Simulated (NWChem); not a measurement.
System: Si2H5OF; SMILES [Si@@H]([SiH3])(O)F

Input file for NWChem:

```
start job
memory heap 200 mb stack 900 mb global 1100 mb
geometry units angstroms noautoz
  O     -1.396912    -1.104749     0.362934
  Si     0.012660    -0.559266    -0.309712
  F      1.284923    -1.268842     0.421509
  Si     0.100868     1.741526     0.090512
  H     -1.647537    -2.020875     0.207082
  H      0.114405    -0.955663    -1.745896
  H     -1.033787     2.419120    -0.607822
  H      1.387645     2.294974    -0.431070
  H      0.010825     2.006472     1.557612
end
basis spherical
  * library 6-31g*
end
dft
  xc b3lyp
  iterations 150
  mulliken
end
task dft energy
```

NWChem printed, in part:

```
             Northwest Computational Chemistry Package (NWChem) 7.3.0
             --------------------------------------------------------

 C1  symmetry detected

                             Geometry "geometry" -> ""
                             -------------------------

 Output coordinates in angstroms (scale by  1.889725989 to convert to a.u.)

  No.       Tag          Charge          X              Y              Z
 ---- ---------------- ---------- -------------- -------------- --------------
    1 O                    8.0000    -1.37418604    -1.15240036     0.31496356
    2 Si                  14.0000    -0.00037558    -0.54754448    -0.38051595
    3 F                    9.0000     1.31149631    -1.24707134     0.28768290
    4 Si                  14.0000     0.04133262     1.74015115     0.09520755
    5 H                    1.0000    -1.60601540    -2.06915216     0.13548969
    6 H                    1.0000     0.06720126    -0.89298304    -1.83179562
    7 H                    1.0000    -1.13121241     2.41028303    -0.54534487
    8 H                    1.0000     1.29689298     2.34466562    -0.44541984
    9 H                    1.0000    -0.01024343     1.95353799     1.57253368

 Effective nuclear repulsion energy (a.u.)     226.3252846509

                                 NWChem DFT Module
                                 -----------------

 Summary of "ao basis" -> "ao basis" (spherical)
 ------------------------------------------------------------------------------
       Tag                 Description            Shells   Functions and Types
 ---------------- ------------------------------  ------  ---------------------
 O                           6-31g*                  6       14   3s2p1d
 Si                          6-31g*                  8       18   4s3p1d
 F                           6-31g*                  6       14   3s2p1d
 H                           6-31g*                  2        2   2s

            General Information
            -------------------
          SCF calculation type: DFT
          Wavefunction type:  closed shell.
          No. of atoms     :     9
          No. of electrons :    50
           Alpha electrons :    25
            Beta electrons :    25
          Charge           :     0
          Spin multiplicity:     1
          Use of symmetry is: off; symmetry adaption is: off
          Maximum number of iterations: 150
          AO basis - number of functions:    74
                     number of shells:    38
          Convergence on energy requested:  1.00D-06
          Convergence on density requested:  1.00D-05
          Convergence on gradient requested:  5.00D-04

              XC Information
              --------------
                         B3LYP Method XC Potential
                     Hartree-Fock (Exact) Exchange  0.200
                        Slater Exchange Functional  0.800 local
                    Becke 1988 Exchange Functional  0.720 non-local
              Lee-Yang-Parr Correlation Functional  0.810
                  VWN I RPA Correlation Functional  0.190 local

             Grid Information
             ----------------
          Grid used for XC integration:  medium
          Radial quadrature: Mura-Knowles
          Angular quadrature: Lebedev.
          Tag              B.-S. Rad. Rad. Pts. Rad. Cut. Ang. Pts.
          ---              ---------- --------- --------- ---------
          O                   0.60       49          11.0       434
          Si                  1.10       88          10.0       590
          F                   0.50       49          11.0       434
          H                   0.35       45          12.0       434
          Grid pruning is: on
          Number of quadrature shells:   499
          Spatial weights used:  Erf1

      Superposition of Atomic Density Guess
      -------------------------------------

 Sum of atomic energies:        -754.25246199

      Non-variational initial energy
      ------------------------------

 Total energy =    -755.228780
 1-e energy   =   -1496.470799
 2-e energy   =     514.916734
 HOMO         =      -0.318158
 LUMO         =       0.042549

     ---------------------------------------------
      Total Density - Mulliken Population Analysis
     ---------------------------------------------

    Atom       Charge   Shell Charges
 -----------   ------   -------------------------------------------------------
    1 O    8     9.02   2.00  0.93  3.14  0.90  2.04  0.01
    2 Si  14    12.76   2.00  2.00  5.97  0.88  1.22  0.22  0.27  0.20
    3 F    9     9.63   2.00  0.95  3.48  1.00  2.19  0.01
    4 Si  14    13.95   2.00  2.00  5.97  1.00  1.82  0.38  0.69  0.09
    5 H    1     0.44   0.35  0.09
    6 H    1     1.10   0.47  0.62
    7 H    1     1.03   0.46  0.57
    8 H    1     1.04   0.46  0.57
    9 H    1     1.04   0.46  0.57

   convergence    iter        energy       DeltaE   RMS-Dens  Diis-err
 ---------------- ----- ----------------- --------- --------- ---------
 d= 0,ls=0.0,diis     1   -757.0564085050 -9.83D+02  1.93D-02  7.65D-01
 d= 0,ls=0.0,diis     2   -757.0038896904  5.25D-02  1.02D-02  1.54D+00
 d= 0,ls=0.0,diis     3   -757.1429818022 -1.39D-01  1.15D-03  1.80D-02
 d= 0,ls=0.0,diis     4   -757.1444888247 -1.51D-03  3.31D-04  4.99D-04
 d= 0,ls=0.0,diis     5   -757.1445573831 -6.86D-05  8.31D-05  4.56D-05
  Resetting Diis
 d= 0,ls=0.0,diis     6   -757.1445622174 -4.83D-06  2.69D-05  1.12D-05
 d= 0,ls=0.0,diis     7   -757.1445631642 -9.47D-07  1.36D-05  4.08D-07
 d= 0,ls=0.0,diis     8   -757.1445631484  1.58D-08  6.91D-06  6.69D-07

         Total DFT energy =     -757.144563148446
      One electron energy =    -1499.808076950371
           Coulomb energy =      579.253837522817
    Exchange-Corr. energy =      -62.915608371771
 Nuclear repulsion energy =      226.325284650880

 Numeric. integr. density =       49.999983845657

                       DFT Final Molecular Orbital Analysis
                       ------------------------------------

 Vector   23  Occ=2.000000D+00  E=-3.531876D-01
              MO Center= -5.0D-01,  1.2D+00,  3.0D-02, r^2= 4.2D+00
   Bfn.  Coefficient  Atom+Function         Bfn.  Coefficient  Atom+Function
  ----- ------------  ---------------      ----- ------------  ---------------
    70      0.277212  7 H  s                 55     -0.245068  4 Si pz
    69      0.241439  7 H  s                 53     -0.213413  4 Si px
     3      0.187305  1 O  px                74     -0.180187  9 H  s
    73     -0.158366  9 H  s                  5     -0.151143  1 O  pz
    36      0.142922  3 F  py                68     -0.127903  6 H  s

 Vector   24  Occ=2.000000D+00  E=-3.373416D-01
              MO Center= -9.9D-01, -9.1D-01,  1.8D-01, r^2= 2.1D+00
   Bfn.  Coefficient  Atom+Function         Bfn.  Coefficient  Atom+Function
  ----- ------------  ---------------      ----- ------------  ---------------
     5      0.487986  1 O  pz                 9      0.364204  1 O  pz
     3      0.251974  1 O  px                 7      0.197263  1 O  px
     4     -0.174093  1 O  py                35      0.153469  3 F  px
    68      0.137690  6 H  s                  8     -0.122472  1 O  py
    39      0.102054  3 F  px                27      0.087174  2 Si pz

 Vector   25  Occ=2.000000D+00  E=-2.936776D-01
              MO Center=  3.5D-02,  3.4D-01, -3.1D-01, r^2= 3.5D+00
   Bfn.  Coefficient  Atom+Function         Bfn.  Coefficient  Atom+Function
  ----- ------------  ---------------      ----- ------------  ---------------
    54      0.386776  4 Si py                22     -0.319058  2 Si py
    68      0.286660  6 H  s                 67      0.182074  6 H  s
    36      0.180208  3 F  py                23     -0.177295  2 Si pz
    20     -0.164585  2 Si s                 50     -0.149871  4 Si py
    58      0.146143  4 Si py                40      0.136796  3 F  py

 Vector   26  Occ=0.000000D+00  E= 2.597541D-03
              MO Center= -2.8D-01, -6.1D-02, -1.6D-01, r^2= 5.6D+00
   Bfn.  Coefficient  Atom+Function         Bfn.  Coefficient  Atom+Function
  ----- ------------  ---------------      ----- ------------  ---------------
    26      0.616434  2 Si py                74      0.593231  9 H  s
     6      0.564444  1 O  s                 59     -0.522712  4 Si pz
    56     -0.518419  4 Si s                 72     -0.457937  8 H  s
    58      0.403173  4 Si py                66     -0.353494  5 H  s
    25      0.294340  2 Si px                57      0.253492  4 Si px

 Vector   27  Occ=0.000000D+00  E= 7.320242D-03
              MO Center=  8.8D-02,  4.7D-01, -1.9D-01, r^2= 4.6D+00
   Bfn.  Coefficient  Atom+Function         Bfn.  Coefficient  Atom+Function
  ----- ------------  ---------------      ----- ------------  ---------------
    70      0.617579  7 H  s                 25      0.479894  2 Si px
    57      0.471459  4 Si px                74     -0.386557  9 H  s
    59      0.375056  4 Si pz                26     -0.330221  2 Si py
    38     -0.311465  3 F  s                 56      0.296569  4 Si s
    72     -0.289673  8 H  s                 58     -0.276220  4 Si py

 Vector   28  Occ=0.000000D+00  E= 3.906695D-02
              MO Center=  1.9D-03,  1.6D+00,  1.5D-02, r^2= 5.6D+00
   Bfn.  Coefficient  Atom+Function         Bfn.  Coefficient  Atom+Function
  ----- ------------  ---------------      ----- ------------  ---------------
    24      1.455312  2 Si s                 58      1.450343  4 Si py
    56     -0.821007  4 Si s                 26      0.780613  2 Si py
    20      0.427267  2 Si s                 59      0.380112  4 Si pz
    22      0.312283  2 Si py                 6     -0.310632  1 O  s
    68     -0.286469  6 H  s                 66      0.278114  5 H  s

     ---------------------------------------------
      Total Density - Mulliken Population Analysis
     ---------------------------------------------

    Atom       Charge   Shell Charges
 -----------   ------   -------------------------------------------------------
    1 O    8     8.71   2.00  0.90  2.95  0.94  1.91  0.02
    2 Si  14    13.14   2.00  2.00  5.96  0.94  1.58  0.09  0.26  0.30
    3 F    9     9.40   2.00  0.93  3.31  1.03  2.12  0.01
    4 Si  14    13.92   2.00  2.00  5.96  1.02  2.01  0.32  0.48  0.12
    5 H    1     0.57   0.47  0.10
    6 H    1     1.12   0.51  0.61
    7 H    1     1.06   0.50  0.55
    8 H    1     1.05   0.50  0.55
    9 H    1     1.04   0.50  0.54

     -------------------------------------------
      Total Density - Lowdin Population Analysis
     -------------------------------------------

    Atom       Charge   Shell Charges
 -----------   ------   -------------------------------------------------------
    1 O    8     8.53   1.99  0.86  2.80  0.72  2.12  0.03
    2 Si  14    13.46   2.00  1.97  5.88  0.64  1.48  0.34  0.68  0.46
    3 F    9     9.28   1.99  0.93  3.19  0.86  2.29  0.02
    4 Si  14    13.95   2.00  1.98  5.89  0.73  1.81  0.40  0.99  0.15
    5 H    1     0.66   0.44  0.22
    6 H    1     1.07   0.51  0.56
    7 H    1     1.02   0.49  0.53
    8 H    1     1.02   0.49  0.53
    9 H    1     1.01   0.49  0.52

     Multipole analysis of the density
     ---------------------------------

     L   x y z        total         alpha         beta         nuclear
     -   - - -        -----         -----         ----         -------
     0   0 0 0     -0.000000    -25.000000    -25.000000     50.000000

     1   1 0 0     -0.370367     -0.185184     -0.185184      0.000000
     1   0 1 0     -0.275259     -0.137630     -0.137630     -0.000000
     1   0 0 1     -0.407651     -0.203825     -0.203825      0.000000

     2   2 0 0    -30.356412    -79.737156    -79.737156    129.117901
     2   1 1 0      3.061737     -2.962016     -2.962016      8.985769
     2   1 0 1      0.326818      0.747932      0.747932     -1.169045
     2   0 2 0    -26.283354   -176.364260   -176.364260    326.445166
     2   0 1 1      0.650350     -1.768197     -1.768197      4.186744
     2   0 0 2    -29.368576    -32.602032    -32.602032     35.835488
```

Level: B3LYP/6-31G* (spherical d). Structure relaxed at the PBE0/def2-SVP level. B3LYP is NWChem's, with the RPA form of VWN correlation.
